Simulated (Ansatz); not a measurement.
Two structures of BH₅OF₂, singlet, reached by relaxing down either side of one saddle point (PBE0-D4/def2-TZVP). Energies are electronic, without zero-point energy. Program: Ansatz 0.2.0. Basis: def2-TZVPP and def2-QZVPP. Cores are frozen in the correlated methods. Extrapolation: Hartree–Fock as exp(−7.88 √X), correlation as X^−2.97. First:

```
atom    x (Å)    y (Å)    z (Å)
  B1  -0.0429  -1.0896  -0.5493
  O2   0.0418   0.1621  -1.1070
  H3  -1.0861  -1.3711  -0.0507
  H4   0.8730  -1.8461  -0.6685
  H5   0.0678   0.7134   1.6091
  F6   0.5760  -0.0556   1.7896
  H7  -0.5669   1.3143  -0.1532
  F8  -0.7603   1.8210   0.6321
  H9   0.8976   0.3516  -1.5024
```

Second:

| atom | x (Å) | y (Å) | z (Å) |
| --- | --- | --- | --- |
| B1 | 0.0572 | -1.0086 | -0.0370 |
| O2 | -0.0267 | 0.2598 | -1.0614 |
| H3 | -1.0811 | -1.3820 | 0.0463 |
| H4 | 0.8779 | -1.7323 | -0.5360 |
| H5 | -0.1911 | 0.9785 | 1.3481 |
| F6 | 0.5204 | -0.4156 | 1.1766 |
| H7 | -0.4017 | 1.0239 | -0.5671 |
| F8 | -0.6067 | 1.7636 | 0.9993 |
| H9 | 0.8516 | 0.5127 | -1.3689 |

**Question.** Which bonds change from the first to the second?

**Answer.** BH₃O ([BH2][OH]) + HF + HF → BH₂F ([BH2][F]) + H₂O + HF (still joined by a long B–O bond); bonds formed: B1–F6, O2–H7, H5–F8; bonds broken: H5–F6, H7–F8; bonds weakened to dative contacts: B1–O2.

**Question.** Give the saddle point's structure and its height above each. (An estimate is asked for; the value comes from the calculation.)

**Answer.** By the calculation: 7.19 kcal/mol above the first and 14.26 kcal/mol above the second (CCSD(T) at an estimated basis limit (MP2 extrapolated from triple and quadruple zeta, plus CCSD(T) − MP2 in triple zeta)).
```
9
angstrom
B 0.0120 -0.9469 -0.1934
O -0.0553 0.2571 -1.0262
H -1.0711 -1.4011 0.0220
H 0.9504 -1.6533 -0.4149
H -0.0339 0.6565 1.2666
F 0.3974 -0.2813 1.3171
H -0.4177 1.2060 -0.2262
F -0.5645 1.7112 0.7093
H 0.7825 0.4517 -1.4544
```

The T1 diagnostic stays at or below 0.012.

Steps of this kind, hydrogen fluoride cutting a network bond, underlie vapour etching and the fluorination step of atomic layer etching.

Labels in which every atom is bracketed show which atoms are joined, not bond orders.

For scale, one of the runs: CCSD(T)/def2-TZVPP, 194 basis functions (an equivalent command: `ansatz run in.yaml --threads 4`). Time: 45 s of wall clock on 4 CPU threads; the host was shared. Peak host memory: 2.5 GiB.
